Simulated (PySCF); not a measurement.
## Assignment exercise: C$_{6}$H$_{9}$B

Cartesian coordinates in Å; atom numbers follow the order of the lines, from 1:
```xyz
16

C    -2.004   -1.434   -0.678
C    -1.467   -0.227   -0.477
B     0.018    0.012   -0.083
C     1.021   -1.177   -0.071
C     2.270   -1.098    0.394
C     0.502    1.440    0.299
C    -0.309    2.490    0.451
H    -1.419   -2.344   -0.585
H    -3.050   -1.570   -0.936
H    -2.140    0.621   -0.590
H     0.709   -2.152   -0.445
H     2.942   -1.951    0.406
H     2.675   -0.172    0.792
H     1.561    1.624    0.471
H    -1.382    2.411    0.305
H     0.057    3.473    0.734
```

Computed data (PySCF 2.14.0 with density-fitted response routines): coordinates at the PBE0-D3(BJ)/def2-TZVP level, NMR shieldings at B97-2/pcSseg-2/GIAO. Rapidly exchanging positions averaged, non-relativistic Hamiltonian, one computed conformer, no solvent.

Scale: ¹³C (185.38 ppm), ¹H (31.64 ppm) vs TMS (reference shieldings calculated alike).

(1) Assign these signals to the numbered atoms. ¹³C{¹H} NMR (computed): δ 148.9 (CH2), 147.7 (CH).

(2) Assign these signals to the numbered atoms. ¹H NMR (400 MHz, computed): δ 7.47 (m, 3H), 7.03 (m, 3H), 6.75 (m, 3H).

## Answers

(1) 
| δ (ppm) | atoms | environment | reason |
| --- | --- | --- | --- |
| 148.9 | C1/C5/C7 | terminal =CH2 carbon | an sp2 carbon of a C=C bond |
| 147.7 | C2/C4/C6 | alkene CH | the olefinic region |

C1/C5/C7 and C2/C4/C6 lie closer than the usual error of such a calculation, so a measured spectrum could show them in the other order.

(2) 
| δ (ppm) | atoms | environment | reason |
| --- | --- | --- | --- |
| 7.47 | H10/H11/H14 | hydrogen on an alkene CH | attached to an sp2 carbon and in the plane of the double bond |
| 7.03 | H8/H13/H15 | hydrogen on a terminal =CH2 carbon | olefinic region |
| 6.75 | H9/H12/H16 | hydrogen on a terminal =CH2 carbon | – |

A carbon bonded to boron is broadened by the quadrupolar boron nucleus and is often missing from a measured spectrum. Shifts are as computed. Against solution values, carbons near 30 ppm lie about +3 ppm off and those near 130 ppm about +7 ppm. Of 1211 compounds with measured shifts, 218 miss one by over three times the rms of a fit or turn the order of signals round; such compounds aren't used in these exercises. No couplings were computed; multiplicities are counted from neighbouring protons, with m where these are inequivalent, close in shift, in a saturated or five-membered ring or joined by F or P, and br s for small geminal =CH2 splittings.
